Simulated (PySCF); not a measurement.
Isomers of C4H12OSi, mass 104.066 u with the commonest isotopes. Method used: PBE0-D3(BJ)/def2-SVP geometry optimisation, gas phase (PySCF 2.14.0). One conformer each, none proved a minimum here; rigid rotors.

Question: Order these by radius of gyration √(Σ m r²/M), largest first.
A. `CO[Si](C)(C)C`
B. `[CH3:1][O:2][SiH2:3][CH:4]([CH3:5])[CH3:6]` with C1–O2–Si3–C4 180°, O2–Si3–C4–C5 62°
C. `[CH3:1][SiH2:2][O:3][CH:4]([CH3:5])[CH3:6]` with C1–Si2–O3–C4 -172°, Si2–O3–C4–C5 -85°
D. `O([SiH3])C(C)(C)C`

Answer: C (2.020 Å), B (1.918 Å), D (1.816 Å), A (1.789 Å).

Question: Order these by rotational constant B, smallest first.
A. `CC(C)(C)O[SiH3]`
B. `CO[Si](C)(C)C`
C. `[CH3:1][SiH2:2][O:3][CH:4]([CH3:5])[CH3:6]` with C1–Si2–O3–C4 -172°, Si2–O3–C4–C5 -85°
D. `[CH3:1][O:2][SiH2:3][CH:4]([CH3:5])[CH3:6]` with C1–O2–Si3–C4 180°, O2–Si3–C4–C5 62°

Answer: C (1414 MHz), D (1564 MHz), A (1775 MHz), B (2020 MHz).

Question: Order these by rotational constant A, smallest first.
A. `[CH3:1][O:2][SiH2:3][CH:4]([CH3:5])[CH3:6]` with C1–O2–Si3–C4 180°, O2–Si3–C4–C5 62°
B. `CO[Si](C)(C)C`
C. `[CH3:1][SiH2:2][O:3][CH:4]([CH3:5])[CH3:6]` with C1–Si2–O3–C4 -172°, Si2–O3–C4–C5 -85°
D. `CC(C)(C)O[SiH3]`

Answer: B (3072 MHz), D (4335 MHz), A (4569 MHz), C (5711 MHz).

| SMILES | point group | Ia (u·Å²) | Ib (u·Å²) | Ic (u·Å²) | κ | μa (D) | μb (D) | μc (D) |
| --- | --- | --- | --- | --- | --- | --- | --- | --- |
| C[SiH2]OC(C)C | C1 | 88.49 | 357.45 | 403.16 | -0.93 | 0.18 | 0.11 | 0.22 |
| CO[Si](C)(C)C | near Cs | 164.53 | 250.18 | 251.10 | -0.99 | 0.08 | 1.08 | 0.13 |
| CO[SiH2]C(C)C | Cs | 110.62 | 323.09 | 331.64 | -0.97 | 0.29 | 0.00 | 0.22 |
| CC(C)(C)O[SiH3] | – | 116.59 | 284.76 | 285.00 | -1.00 | 0.95 | 0.11 | 0.89 |
